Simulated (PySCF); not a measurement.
## Removal energies of Lu+ from EOM-IP-GCCSD

Reference: closed-shell Lu+, [Xe] 4f14 6s2; one electron is removed. Calculated with PySCF 2.14, two-component X2C-1e with screened spin-orbit coupling, x2c-TZVPPall-2c with one added diffuse shell each of s, p, d type (12s12p11d2f2g, 135 functions); frozen [Kr] 4d10; the 40 highest virtual spinors dropped; of the others 110 kept and the rest restored at second order. No Breit or QED terms. Binding energies in eV.

```
level  Koopmans  second order  EOM-CCSD
5p3/2    45.674        44.680    45.184
4f5/2    32.222        22.684    27.513
4f7/2    30.653        21.296    26.018
6s1/2    12.780        13.963    13.960
```

In EOM-CCSD the overlap with the one-orbital guess is low for 4f7/2 (weight 0.71). That can mean mixing with two-hole, one-particle states, where second order and EOM-CCSD lose accuracy, or only a rotation among the degenerate components of the shell; the terms of those configurations are not listed.

For comparison, the ionisation energy of Lu+ is 14.13 ± 0.05 eV (semi-empirical (NIST evaluation); NIST Atomic Spectra Database, ionization energies).

Only part of the computed levels is shown.

Where second order misses EOM-CCSD by more than 1 eV, it overshoots the relaxation and correlation of that hole or particle, which higher orders damp.
